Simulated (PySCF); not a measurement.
# How methods differ on the ionisation energy of I²²⁺

I²²⁺ [Ar] 3d10 4s2 4p1 [4p1/2^1, M_J = 1/2] → I²³⁺ [Ar] 3d10 4s2, as a difference of total energies. Calculation: PySCF 2.14, in an uncontracted even-tempered set (17 s from 1.5 bohr⁻², ratio 2.8; 13 p from 2 bohr⁻², ratio 2.8; 8 d from 3.5 bohr⁻², ratio 2.8; 4 f from 9.6 bohr⁻², ratio 3); the two-component X2C-1e Hamiltonian. Correlated levels: [Ne] frozen; the 74 highest virtual spinors dropped. "Screened" scales the spin-orbit matrix elements by Boettger's factors to mimic the two-electron term; Breit and QED terms are absent.

```csv
method,ionisation energy (eV)
GHF (spin-free),670.24
GMP2 (spin-free),670.97
GHF (screened spin-orbit),681.29
GMP2 (screened spin-orbit),682.04
```

**Question.** How much does correlation contribute at GMP2 (screened spin-orbit)?

**Answer.** 682.04 − (681.29) = 0.75 eV, measured against GHF (screened spin-orbit).

Breit and QED terms and the two-electron picture change are absent.

The spin-free rows lack the spin-orbit shift.

For comparison: 683 ± 4 eV (theoretical estimate listed by NIST; NIST Atomic Spectra Database, ionization energies).
